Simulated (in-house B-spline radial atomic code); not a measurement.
RPA and G0W0 on PBE: the calcium ion Ca⁺

Configuration [Ar] 4s1, highest spin, mean-field start PBE. Computed with a B-spline radial code for spherical atoms: all electrons, non-relativistic, point nucleus, each spin shell either full or empty, empty states to l = 9 with an (l + 1/2)⁻⁴ tail; G0W0 by contour deformation at full frequency.

Command:
```bash
python run_gw.py task.json out
```
Settings (radii: box in bohr, nucleus in fm):
```
Z                        20
electrons                19
configuration            [Ar] 4s1
hamiltonian              nr
method                   pbe,pbe
lmax                     9
spin_polarised           True
box_radius               23.78
intervals                51
ion_configuration        [Ne] 3s2 3p6
```

Time taken, with all properties: 1.6 s on 1 thread of Intel(R) Xeon(R) 6975P-C (Granite Rapids) (shared host).

Energies (hartree):

| term | value |
| --- | --- |
| mean-field total | -677.12576 |
| Hartree-Fock functional on these orbitals | -676.55824 |
| direct second order | -1.4195 |
| second-order exchange | 0.49088 |
| SOSEX correction | 0.4336 |

(1) What is the RPA correlation energy, and what remains with SOSEX?

Quasi-particle levels (eV):

| level | occupied | mean field | Σx - vxc | Σc | QP weight | G0W0 |
| --- | --- | --- | --- | --- | --- | --- |
| 4s up | yes | -9.303 | -2.01 | ? | ? | ? |
| 3d up | no | -8.617 | 7.67 | -3.46 | 0.672 | -4.404 |

G0W0 = mean field + (Σx - vxc) + Σc, with Σc (partial-wave tail included) taken at the quasi-particle energy. Only the outer levels were computed. Levels of low weight are left out.

(2) Where does G0W0 put 4s up?

(3) What does it cost to remove one electron (to [Ne] 3s2 3p6) by differences of total energies, each species on its own start (correlation terms add to the Hartree-Fock functional)?

## Answers

(1) RPA gives -1.2013 hartree (-1.72 eV per electron); RPA + SOSEX gives -0.76771, and the second-order doubles -0.92862 hartree (no singles). SOSEX takes back 36 % of the RPA value.

(2) At -12.314 eV, with Σc = -1.00 eV and a quasi-particle weight of 0.887. The tabulated removal energy is 11.872 eV (NIST, measured); the calculation leaves out relativity, Breit and QED terms, and what these don't explain is the method's own error.

(3) PBE 11.989 eV, Hartree-Fock functional 11.282 eV, + RPA 12.438 eV, + RPA + SOSEX 11.751 eV, + second order 12.155 eV. Tabulated: 11.872 eV (NIST, measured); the calculation leaves out relativity, Breit and QED terms, and what these don't explain is the method's own error.
